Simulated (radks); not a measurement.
Spherical quantum dot in the effective-mass picture: electrons in a parabolic well V = omega^2 r^2 / 2 with omega = 2.61, all in effective atomic units (hartree* = m*/eps^2 hartree, bohr* = eps/m* bohr), one dielectric constant everywhere. Method: non-relativistic Kohn-Sham, exchange-only LDA, spin-polarised, spherical densities; computed with a radial shooting solver with Libxc functionals. Levels are named by radial order and angular momentum (1s, 1p, 1d, 2s, ...), and open shells are averaged over m. Results are scaled to m* = 0.051 and eps = 9.2, for which hartree* = 16.4 meV and bohr* = 9.546 nm. Each electron was tried in the lowest free levels, single moves between levels near the top were tried too, and the lowest total energy was kept; such a search can miss a lower state. At N = 1 the Hartree and exchange-correlation terms need not cancel, so that row can carry a self-interaction error.

N        open shells  2S  E (meV)  mu = E(N) - E(N-1) (meV)  addition energy mu(N+1) - mu(N) (meV)  e(HOMO) (meV)
1   1s(up 1, down 0)   1  65.7205                    65.720                                  20.56         73.226
2               none   0  151.998                    86.277                                  52.18         93.266
3   1p(up 1, down 0)   1  290.452                    138.45                                  12.77         144.75
4   1p(up 2, down 0)   2  441.680                    151.23                                  13.04         157.74
5   1p(up 3, down 0)   3  605.945                    164.26                                  17.49         170.79
6   1p(up 3, down 1)   2  787.697                    181.75                                  11.86         187.59
7   1p(up 3, down 2)   1  981.308                    193.61                                  12.15         199.67
8               none   0  1187.07                    205.76                                  45.00         211.86
9   1d(up 1, down 0)   1  1437.83                    250.76                                  10.64         256.08
10  1d(up 2, down 0)   2  1699.24                    261.41                                  10.66         266.74
11  1d(up 3, down 0)   3  1971.30                    272.06                                  10.63         277.38
12  1d(up 4, down 0)   4  2253.99                    282.69                                  10.57         287.99
13  1d(up 5, down 0)   5  2547.25                    293.26                                  14.05         298.53
14  1d(up 5, down 1)   4  2854.56                    307.31                                  10.00         312.30
15  1d(up 5, down 2)   3  3171.87                    317.31                                  10.03         322.32
16  1d(up 5, down 3)   2  3499.21                    327.34                                  10.02         332.35
17  1d(up 5, down 4)   1  3836.57                    337.36                                  9.983         342.36
18              none   0  4183.91                    347.34                                  13.13         352.32
19  2s(up 1, down 0)   1  4544.37                    360.46                                  11.39         365.56
20              none   0  4916.23                    371.86                                  34.03         376.90
21  1f(up 1, down 0)   1  5322.11                    405.89                                  9.004         410.39
22  1f(up 2, down 0)   2  5737.00                    414.89                                  8.978         419.38
23  1f(up 3, down 0)   3  6160.87                    423.87                                  8.946         428.35
24  1f(up 4, down 0)   4  6593.68                    432.81                                  8.910         437.27
25  1f(up 5, down 0)   5  7035.41                    441.72                                  8.871         446.17
26  1f(up 6, down 0)   6  7486.00                    450.59                                  8.831         455.02
27  1f(up 7, down 0)   7  7945.43                    459.43                                  11.54         463.83
28  1f(up 7, down 1)   6  8416.39                    470.96                                  8.560         475.24
29  1f(up 7, down 2)   5  8895.91                    479.52                                  8.543         483.80
30  1f(up 7, down 3)   4  9383.98                    488.07                                  8.519         492.33
31  1f(up 7, down 4)   3  9880.56                    496.58                                  8.492         500.84
32  1f(up 7, down 5)   2  10385.6                    505.08                                  8.461         509.31
33  1f(up 7, down 6)   1  10899.2                    513.54                                  8.428         517.76
34              none   0  11421.1                    521.97                                  13.18         526.17
35  2p(up 1, down 0)   1  11956.3                    535.14                                  8.520         539.40
36  2p(up 2, down 0)   2  12499.9                    543.66                                  8.505         547.92
37  2p(up 3, down 0)   3  13052.1                    552.17                                      -         556.41

All shells are closed at N = 2, 8, 18, 20, 34 (there: 1s2 1p6 1d10 2s2 1f14); the second difference of the energy has clear peaks (12 % above both neighbours; the first and last values, which can be the largest, are not judged, and half-filled shells can peak too) at N = 2, 5, 8, 13, 18, 20, 27, 34.
